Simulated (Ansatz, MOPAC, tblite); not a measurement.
Breaking a bond: SMILES O[SiH3] (H4OSi). The Si1–H6 bond (Si1 also carries H, H, O; H6 carries nothing else) is stretched with both fragments frozen at the PBE0/def2-TZVP optimised geometry.

PM7, restricted, heats of formation (MOPAC); GFN2-xTB, 300 K electronic temperature (tblite); RMP2 = Ansatz (a quantum-chemistry and plane-wave program) with MP2 on RHF/cc-pVTZ, frozen core; UKS-PBE = unrestricted PBE/cc-pVTZ run with Ansatz; UCCSD = CCSD on UHF/cc-pVTZ, frozen core (Ansatz).

Energies are in kJ/mol, each relative to the lowest point of its own curve near equilibrium.

```json
[
 {"R / Å": "1.20", "PM7": "75.8", "GFN2-xTB": "131.6", "RMP2": "109.7", "UKS-PBE": "117.3", "UCCSD": "110.7"},
 {"R / Å": "1.28", "PM7": "33.4", "GFN2-xTB": "49.4", "RMP2": "49.1", "UKS-PBE": "55.4", "UCCSD": "50.0"},
 {"R / Å": "1.34", "PM7": "13.7", "GFN2-xTB": "18.6", "RMP2": "21.9", "UKS-PBE": "26.7", "UCCSD": "22.6"},
 {"R / Å": "1.43", "PM7": "0.6", "GFN2-xTB": "0.9", "RMP2": "2.4", "UKS-PBE": "4.5", "UCCSD": "2.8"},
 {"R / Å": "1.45", "PM7": "0.0", "GFN2-xTB": "0.0", "RMP2": "0.8", "UKS-PBE": "2.2", "UCCSD": "1.1"},
 {"R / Å": "1.49", "PM7": "1.0", "GFN2-xTB": "0.4", "RMP2": "0.0", "UKS-PBE": "0.0", "UCCSD": "0.0"},
 {"R / Å": "1.54", "PM7": "6.0", "GFN2-xTB": "4.1", "RMP2": "2.8", "UKS-PBE": "0.9", "UCCSD": "2.5"},
 {"R / Å": "1.58", "PM7": "12.7", "GFN2-xTB": "9.0", "RMP2": "7.6", "UKS-PBE": "4.1", "UCCSD": "6.9"},
 {"R / Å": "1.65", "PM7": "29.1", "GFN2-xTB": "20.0", "RMP2": "20.2", "UKS-PBE": "13.7", "UCCSD": "18.9"},
 {"R / Å": "1.71", "PM7": "47.1", "GFN2-xTB": "31.1", "RMP2": "34.3", "UKS-PBE": "25.2", "UCCSD": "32.3"},
 {"R / Å": "1.85", "PM7": "99.3", "GFN2-xTB": "60.6", "RMP2": "74.7", "UKS-PBE": "59.0", "UCCSD": "70.9"},
 {"R / Å": "2.03", "PM7": "177.5", "GFN2-xTB": "105.0", "RMP2": "133.9", "UKS-PBE": "109.5", "UCCSD": "127.1"},
 {"R / Å": "2.26", "PM7": "279.4", "GFN2-xTB": "165.2", "RMP2": "210.6", "UKS-PBE": "174.8", "UCCSD": "199.1"},
 {"R / Å": "2.50", "PM7": "375.5", "GFN2-xTB": "225.7", "RMP2": "284.5", "UKS-PBE": "237.3", "UCCSD": "267.5"},
 {"R / Å": "2.72", "PM7": "449.4", "GFN2-xTB": "275.2", "RMP2": "344.0", "UKS-PBE": "287.1", "UCCSD": "318.5"},
 {"R / Å": "3.01", "PM7": "525.8", "GFN2-xTB": "329.2", "RMP2": "409.2", "UKS-PBE": "333.5", "UCCSD": "364.3"},
 {"R / Å": "3.29", "PM7": "580.4", "GFN2-xTB": "368.7", "RMP2": "458.6", "UKS-PBE": "356.3", "UCCSD": "386.4"},
 {"R / Å": "3.71", "PM7": "637.1", "GFN2-xTB": "407.1", "RMP2": "509.9", "UKS-PBE": "371.0", "UCCSD": "397.7"},
 {"R / Å": "4.02", "PM7": "665.9", "GFN2-xTB": "423.3", "RMP2": "532.2", "UKS-PBE": "374.8", "UCCSD": "400.2"},
 {"R / Å": "4.53", "PM7": "713.4", "GFN2-xTB": "—", "RMP2": "544.5", "UKS-PBE": "377.0", "UCCSD": "401.5"},
 {"R / Å": "5.22", "PM7": "730.2", "GFN2-xTB": "—", "RMP2": "524.1", "UKS-PBE": "377.7", "UCCSD": "402.0"}
]
```

At the longest distance, 5.22 Å, PM7 lies highest above its minimum (730.2 kJ/mol) and UKS-PBE lowest (377.7 kJ/mol).

The RMP2 curve passes through a maximum at 4.53 Å and then falls by 20.4 kJ/mol up to the last usable point.

Dashes: no converged value, or the column stops at the first point that the program doubted or that broke a chosen test of continuity, which isn't proof of a fault.

The restricted form behind PM7, RMP2 keeps the bonding electrons paired and can't separate into open-shell fragments. The T1 diagnostic of CCSD on the restricted reference of RMP2 exceeds 0.045 at 3.29 to 5.22 Å. The unrestricted determinant behind UKS-PBE is spin-contaminated at 3.01 to 5.22 Å (<S²> up to 1.0, against 0.00 for a pure singlet). The unrestricted determinant behind UCCSD is spin-contaminated at 2.26 to 5.22 Å (<S²> up to 1.0, against 0.00 for a pure singlet).
